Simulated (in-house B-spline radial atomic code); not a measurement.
Values are calculated unless marked as measured or tabulated.
**Cl in an electron gas of r_s = 1.65: phase shifts, screening and friction**

A nucleus sits in a uniform electron gas with a rigid positive background. The Kohn-Sham equations are solved self-consistently in the spin-unpolarised LDA (PW92), non-relativistic, on B-splines with outgoing waves at the boundary and partial waves to l = 8. The model has no lattice, no bands and no magnetic solution. Atomic units; δ_l are the phase shifts at the Fermi level, counted so that each bound state adds π, and good to about 0.0005.

The density parameter is r_s = 1.65 bohr.

```json
{"l": "0", "δ_l (rad)": "7.3389"}
{"l": "1", "δ_l (rad)": "4.8957"}
{"l": "2", "δ_l (rad)": "0.7783"}
{"l": "3", "δ_l (rad)": "0.0794"}
{"l": "4", "δ_l (rad)": "0.0179"}
{"l": "5", "δ_l (rad)": "0.0047"}
{"l": "6", "δ_l (rad)": "0.0012"}
{"l": "7", "δ_l (rad)": "0.0004"}
{"l": "8", "δ_l (rad)": "0.0002"}
```

Bound levels below the band bottom (hartree): s -99.69, s -8.566, p -6.413, s -0.3081.

Problem. Check the Friedel sum rule, and say where the screening charge sits.

Solution. k_F = (9π/4)^(1/3)/r_s = 1.16313. The rule is Z = (2/π) Σ (2l + 1) δ_l. The terms are s 4.672, p 9.350, d 2.477, f 0.354 and 0.151 beyond, in all 17.005 against Z = 17. Bound states hold 6 s, 6 p, 0 d electrons, so the scattering states carry 5.00 in all; where a term is smaller than its bound count, the bound level has drawn weight out of the band.

Problem. Find the transport cross section and the electronic stopping of a 10 keV Cl ion (mass 35.45 u).

Solution. σ_tr = (4π/k_F²) Σ (l + 1) sin²(δ_l − δ_(l+1)). The terms for l = 0 to 3 are 0.4134, 1.3717, 1.2418, 0.0151, all together 3.0430, so σ_tr = 9.289 × 3.0430 = 28.265 bohr². With n = 3/(4π r_s³) = 0.05314, the friction coefficient is Q = n k_F σ_tr = 1.7472. For v well below v_F = 1.163, dE/dx = Q v; with 24801 eV per u at v = 1, v = √(10000/(24801 × 35.45)) = 0.1066, so dE/dx = 0.18634 hartree/bohr = 95.8 eV/nm. The largest term couples the p and d waves.
